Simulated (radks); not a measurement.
All-electron atom: the germanium ion Ge6+ in [Ar] 3d8.

Calculated with a radial shooting solver on a logarithmic mesh with Libxc functionals: non-relativistic Kohn-Sham, LDA (Slater exchange, Perdew-Wang correlation), spin-unpolarised, spherical densities, point nucleus.

Energy parts (Ry):
part                       energy
total                 -4124.41766
kinetic                4120.78726
electron-nucleus      -9668.87678
Hartree                1568.42661
exchange-correlation   -144.75475

Orbitals (lengths in bohr, moments of r in powers of bohr; <r^-3> diverges for s and p1/2; r(90%) holds 90 % of the orbital's charge):
orbital  occ.  eigenvalue (Ry)      <r>  <r^-3>  r(90%)
1s          2        -800.7897  0.04792       -  0.0853
2s          2        -106.3554   0.2142       -   0.331
2p          6        -95.68564   0.1854   937.8   0.302
3s          2        -19.66147   0.6234       -   0.927
3p          6        -16.09640   0.6324   133.9   0.964
3d          8         -9.84088   0.6528   16.58    1.07

The highest occupied level is 3d at -133.89 eV. Summed over all electrons, <r^2> = 8.241 bohr^2, which gives a Langevin (diamagnetic) susceptibility term of -6.53 x 10^-6 cm^3/mol. Virial ratio -V/T = 2.00088. The electron density at the nucleus is 2.24e+04 e/bohr^3. The density falls to 0.001 e/bohr^3 at r = 2.06 bohr. For comparison, the ionisation energy in NIST's Atomic Spectra Database is 145 eV (theoretical). In exact Kohn-Sham theory the highest level is minus the ionisation energy, but local and semilocal functionals leave it too shallow, through self-interaction and a potential that decays too fast; potentials with the right tail come closer.

Beside tabulated values, note that spin-unpolarised runs miss the spin-polarisation part of the exchange energy of open shells.
